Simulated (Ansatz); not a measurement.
One change: `CN1[SiH2]C1F` becomes `CN1C[SiH2]1`.

Ansatz, PBE0-D4/def2-TZVP geometries, multiplicity 1. 

```
                                      property  `CN1[SiH2]C1F`
           HOMO energy (B3LYP/def2-TZVPP) / eV           -6.96
           LUMO energy (B3LYP/def2-TZVPP) / eV           -0.65
size of the dipole moment (PBE/def2-TZVPP) / D            2.20
         HOMO–LUMO gap (B3LYP/def2-TZVPP) / eV            6.31
             HOMO energy (PBE/def2-TZVPP) / eV           -5.89
         LUMO energy (ωB97M-V/def2-TZVPP) / eV            1.31
```

(1) What does the change do to each property? (Estimate.)

Results:

(1) Ansatz gave: 
```tsv
property	`CN1C[SiH2]1`	shift
HOMO energy (B3LYP/def2-TZVPP) / eV	-6.16	0.80
LUMO energy (B3LYP/def2-TZVPP) / eV	-0.34	0.31
size of the dipole moment (PBE/def2-TZVPP) / D	0.63	-1.57
HOMO–LUMO gap (B3LYP/def2-TZVPP) / eV	5.82	-0.49
HOMO energy (PBE/def2-TZVPP) / eV	-5.13	0.76
LUMO energy (ωB97M-V/def2-TZVPP) / eV	1.58	0.27
```

With PBE0 the HOMO rises by 0.80 eV and the LUMO rises by 0.30 eV, so the gap narrows by about 0.50 eV. PBE moves the HOMO by 0.76 eV and ωB97M-V by 0.81 eV. Dipoles are sizes alone; their direction can turn.

B3LYP here is the variant with VWN-RPA as its local correlation; programs differ in this.
